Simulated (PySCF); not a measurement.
# TlS from Hartree–Fock to correlated methods

State: ²Π (doublet), unpaired electrons π ↑. Set-up: PySCF, scalar-relativistic core potentials, basis sets Tl def2-SVP with ECP60, S def2-SVP. De refers to Tl + S in their high-spin ground configurations, without counterpoise correction. The functionals are run spin-unrestricted. A positive dipole means Tl(−)S(+).

```json
{"Level": "UHF", "Re (Å)": "2.636", "ωe (cm⁻¹)": "269", "De (eV)": "1.69", "μ (D)": "-4.00"}
{"Level": "UHF-MP2", "Re (Å)": "2.602", "ωe (cm⁻¹)": "283", "De (eV)": "2.49", "μ (D)": "n/a"}
{"Level": "UHF-SCS-MP2", "Re (Å)": "2.614", "ωe (cm⁻¹)": "279", "De (eV)": "2.44", "μ (D)": "n/a"}
{"Level": "UHF-CCSD", "Re (Å)": "2.614", "ωe (cm⁻¹)": "278", "De (eV)": "2.38", "μ (D)": "n/a"}
{"Level": "UHF-CCSD(T)", "Re (Å)": "2.617", "ωe (cm⁻¹)": "276", "De (eV)": "2.47", "μ (D)": "n/a"}
{"Level": "PBE", "Re (Å)": "2.635", "ωe (cm⁻¹)": "264", "De (eV)": "3.17", "μ (D)": "-3.08"}
{"Level": "PBEsol", "Re (Å)": "2.604", "ωe (cm⁻¹)": "275", "De (eV)": "3.35", "μ (D)": "-2.89"}
{"Level": "PW91", "Re (Å)": "2.632", "ωe (cm⁻¹)": "265", "De (eV)": "3.21", "μ (D)": "-3.05"}
{"Level": "r²SCAN", "Re (Å)": "2.617", "ωe (cm⁻¹)": "273", "De (eV)": "3.07", "μ (D)": "-3.33"}
{"Level": "TPSSh", "Re (Å)": "2.629", "ωe (cm⁻¹)": "269", "De (eV)": "3.06", "μ (D)": "-3.46"}
{"Level": "PBE0", "Re (Å)": "2.612", "ωe (cm⁻¹)": "274", "De (eV)": "2.98", "μ (D)": "-3.39"}
```

Q: Which functional lies closest to UHF-CCSD(T) in De, which farthest, and by how much do they differ from it?

A: Closest is PBE0 (-0.5 pm in Re, -0.7 % in ωe, +0.51 eV in De against UHF-CCSD(T) in the same basis), farthest PBEsol (-1.3 pm in Re, -0.4 % in ωe, +0.88 eV in De). CCSD(T) converges more slowly with the basis than the functionals do and binds too weakly in this one, so the order can change at the basis-set limit.

Q: What does second-order correlation do here, going from UHF to UHF-MP2?

A: UHF-MP2 less UHF: -3.4 pm in Re, +5.2 % in ωe, +0.80 eV in De. Correlation nearly always deepens the well. The bond shortens, as in weak, metallic or heavy-atom bonds, where dispersion and the correlation of outer-core electrons pull the atoms together.

Q: What does the triples do here, going from UHF-CCSD to UHF-CCSD(T)?

A: UHF-CCSD(T) less UHF-CCSD: +0.3 pm in Re, -0.7 % in ωe, +0.09 eV in De. Correlation nearly always deepens the well. The bond lengthens, as in strong covalent bonds, where excitations into antibonding orbitals dominate.

Correlated steps freeze 9 core orbitals. Correlated levels converge slowly with the basis: in double zeta they bind strong bonds too weakly, by up to about 1 eV, and carry superposition errors of some tenths. These are scalar-relativistic numbers at best; spin–orbit coupling would shift them, the dissociation energy most. The state was picked by a PBE0 search and need not be the measured ground state.
